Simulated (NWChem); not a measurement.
# Basis-set dependence for AlP

SMILES: [Al]=[P]
```xyz
2

Al     0.0000     0.0000     1.1825
P      0.0000     0.0000    -1.0249
```
Charge 0, spin multiplicity 3.

The numbers come from NWChem runs, not from measurements. Structure: optimised with UPBE0/def2-SVP, a minimum by its harmonic frequencies.

Hartree-Fock energies in Ha, correlation energies in mHa.

The correlated methods keep 10 core orbitals frozen. This spin state was chosen for the runs; another may lie lower. The structure started from a generated list of species. The unpaired electrons of the parent sit in orbitals of symmetry a1 and b2 (C2v labels of the run); other states weren't searched. The stability of the SCF solutions was not checked. Open-shell Hartree-Fock references start from PBE0 orbitals. No row is a measurement; the coupled-cluster row has its own basis-set and correlation limits.

| basis | functions | UHF | UMP2 | SCS-UMP2 | CCSD on UHF | CCSD[T] on UHF | CCSD(T) on UHF | URI-MP2 | CCSD on ROHF | CCSD[T] on ROHF | CCSD(T) on ROHF |
|---|---|---|---|---|---|---|---|---|---|---|---|
| STO-3G | 18 | -575.78085 | -39.7 | -41.5 | -60.9 | -66.5 | -65.1 | not run | not run | not run | not run |
| cc-pVDZ | 36 | -582.60113 | -129.4 | -128.5 | -157.9 | -166.3 | -165.7 | -129.4 | -166.0 | -175.7 | -175.1 |
| cc-pVTZ | 68 | -582.62052 | -163.1 | -163.7 | -191.0 | -203.5 | -203.0 | -163.2 | -200.1 | -214.0 | -213.6 |
| cc-pVQZ | 118 | -582.62556 | -175.2 | -176.9 | not run | not run | not run | -175.2 | -209.5 | -224.9 | -224.6 |

From cc-pVTZ to cc-pVQZ the Hartree-Fock energy moves by -5.0 mHa and the UMP2 correlation energy by -12.1 mHa, which is 7 % of its value in the larger set.
